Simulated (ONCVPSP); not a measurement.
# Reading a pseudo-wave (Ni (Z = 28))

Columns: radius, all-electron u(r) and pseudo u(r) of the 3d shell (level -47.06 eV) of nickel in the configuration [Ne] 3s2 3p6 3d7; PBE, scalar-relativistic, ONCV scheme, ONCVPSP 4.0.1.

```tsv
r (bohr)	all-electron	pseudo
0.062	0.0328	0.0071
0.125	0.1618	0.0539
0.188	0.3474	0.1645
0.250	0.5368	0.3345
0.312	0.7038	0.5412
0.375	0.8383	0.7518
0.438	0.9354	0.9276
0.500	0.9966	1.0446
0.562	1.0288	1.1022
0.625	1.0374	1.1095
0.688	1.0275	1.0825
0.750	1.0045	1.0390
0.812	0.9724	0.9900
0.875	0.9334	0.9404
0.938	0.8905	0.8924
1.000	0.8460	0.8463
1.062	0.8006	0.8006
1.125	0.7545	0.7545
1.188	0.7091	0.7091
1.250	0.6655	0.6655
1.312	0.6233	0.6233
1.375	0.5821	0.5822
1.438	0.5429	0.5429
1.500	0.5061	0.5061
1.562	0.4712	0.4712
1.625	0.4377	0.4377
```

Question: How many radial nodes do the two functions have?

Answer: The all-electron 3d function has n − l − 1 = 0; the pseudo-wave has 0.

Question: At about which radius was the pseudo-wave matched?

Answer: 1.10 bohr. The columns agree to 0.0005 from 1.00 bohr on; several derivatives are matched, so the curves merge somewhat inside the radius.

Question: Is the pseudo-wave norm-conserving?

Answer: Yes: the ONCV scheme keeps the norm inside the radius equal to the all-electron one, which fixes the energy derivative of the logarithmic derivative at the level.
